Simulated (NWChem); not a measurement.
System: PbCl2, singlet; SMILES [Cl][Pb][Cl]

Low-valent species are run as closed-shell singlets; no triplet was tried in these runs. def2 effective core potentials on Pb; no spin-orbit coupling.

Question: Give the equilibrium geometry at PBE0/def2-SVP with def2 effective core potentials on Pb (NWChem) as an XYZ file, with the point group.

Answer: point group C2v; any orientation.
```
3

Pb     0.0000     0.0000     0.4697
Cl    -1.9063     0.0000    -1.1214
Cl     1.9063     0.0000    -1.1214
```
